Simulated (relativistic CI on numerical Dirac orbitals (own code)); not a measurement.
## Au³⁺: N6,7 absorption edge

Computed with this model: Dirac-Coulomb-Breit CI, KLI orbitals optimised for each configuration, a model potential for QED, valence Slater integrals scaled by 0.8, multiplet model of core-to-valence dipole absorption; configurations [Xe] 4f14 5d8 → [Xe] 4f13 5d9; 10 K; Lorentzian 0.3 eV and Gaussian 0.3 eV FWHM. Energies are those of the free ion, without screening or charge transfer. The branching ratio is the share of the lower-energy edge in the whole absorption, uncertain by about 0.02 where the edges overlap. S is read from ⟨S²⟩ = S(S + 1).

Field parameters in Wybourne normalisation: Oh B⁴₀ = 21Dq, B⁴₄ = √(5/14) B⁴₀. The field is a parameter set, without covalency.

Computed curve for Oh, 10Dq = 15850 cm⁻¹, scaled to 100 at the maximum (points under 2 are left out and the grid is thinned):

| Energy (eV) | Intensity |
| --- | --- |
| 81.0 | 2.3 |
| 81.1 | 2.7 |
| 81.3 | 3.8 |
| 81.4 | 4.8 |
| 81.5 | 6.1 |
| 81.6 | 8.0 |
| 81.8 | 16.7 |
| 81.9 | 26.6 |
| 82.0 | 42.8 |
| 82.1 | 64.6 |
| 82.3 | 99.5 |
| 82.4 | 100.0 |
| 82.5 | 87.7 |
| 82.6 | 66.8 |
| 82.8 | 28.9 |
| 82.9 | 18.6 |
| 83.0 | 12.6 |
| 83.1 | 9.0 |
| 83.3 | 5.4 |
| 83.4 | 4.3 |
| 83.5 | 3.6 |
| 83.6 | 3.0 |
| 83.8 | 2.3 |
| 83.9 | 2.2 |
| 84.0 | 2.1 |
| 84.9 | 2.1 |
| 85.1 | 3.1 |
| 85.2 | 3.6 |
| 85.3 | 4.3 |
| 85.4 | 5.4 |
| 85.6 | 11.1 |
| 85.7 | 16.9 |
| 85.8 | 23.3 |
| 85.9 | 26.9 |
| 86.1 | 20.0 |
| 86.2 | 13.9 |
| 86.3 | 9.1 |
| 86.4 | 6.0 |
| 86.6 | 3.0 |
| 86.7 | 2.3 |

The ground state has S = 0.99, and the centroid lies at 83.08 eV.
